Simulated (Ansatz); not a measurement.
GeClF3. Charge 0, multiplicity 3. Geometry PBE-D4/def2-SVP, that of the neutral singlet; atoms count from 1.

```csv
atom,x (Å),y (Å),z (Å)
Ge1,-0.0318,-0.0271,0.0258
Cl2,1.3420,1.1405,-1.0897
F3,0.5375,-1.6448,0.2213
F4,-1.5678,-0.1034,-0.7579
F5,-0.2798,0.6347,1.6006
```

At PBE0-D4/def2-TZVP a singlet of charge 0 lies 6.54 eV below the triplet at the same geometry.

Estimate the Mulliken populations from the PBE0/def2-TZVP orbitals of Ansatz.


| atom | charge (e) | spin (α − β) |
| --- | --- | --- |
| Ge1 | 0.74 | 0.72 |
| Cl2 | 0.26 | 1.07 |
| F3 | -0.32 | 0.09 |
| F4 | -0.34 | 0.06 |
| F5 | -0.34 | 0.06 |
Mulliken values depend strongly on the basis.

Where does the spin sit?

Summed by element: Ge 0.72, Cl 1.07, F 0.20, of 2 unpaired in all. Largest on single atoms: Cl2 1.07, Ge1 0.72, F3 0.09.

And the Mayer bond orders between heavy atoms (over 0.3)?

Ge1–Cl2 0.48 (2.12 Å); Ge1–F3 0.89 (1.73 Å); Ge1–F4 0.91 (1.73 Å); Ge1–F5 0.91 (1.73 Å).
